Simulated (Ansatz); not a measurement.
Computed with Ansatz on PBE0-D4/def2-TZVP structures; ΔE is electronic, products minus reactants. CBS: MP2 limit from def2 TZ/QZ plus the TZ coupled-cluster correction, frozen cores. This one scheme is used for every species. DFT in def2-TZVPP. def2 core potentials past Kr. For Br, Sn outer-core shells are correlated without core-valence functions, which leaves a few kJ/mol of doubt a bond. Scalar relativity is left out up to krypton. Each species was taken in one conformer, which may not be the lowest.

Reaction (ligand exchange at the Sn–O bond): `C[O][SnH2][OH]` + HBr → `[OH][SnH2][Br]` + CH₃OH

```
             level  ΔE (kcal/mol)
               PBE          -22.4
SCS-MP2/def2-QZVPP          -21.1
     MP2/CBS(def2)          -22.3
    CCSD/CBS(def2)          -22.0
```

What does CCSD(T)/CBS give? (An estimate is asked.)

Computed: -21.5 kcal/mol. The listed levels differ from it by -0.9, 0.4, -0.8, -0.5 kcal/mol.

Largest T1 diagnostic among the species: 0.014.

From PBE to PBE0 (25 % exact exchange), in def2-TZVPP and without D4, ΔE moves by −1.4 kcal/mol. In def2-TZVPP, CCSD(T) changes the Hartree–Fock value by +4.4 kcal/mol (the triples alone add +0.5 kcal/mol) and MP2 by +3.6 kcal/mol.
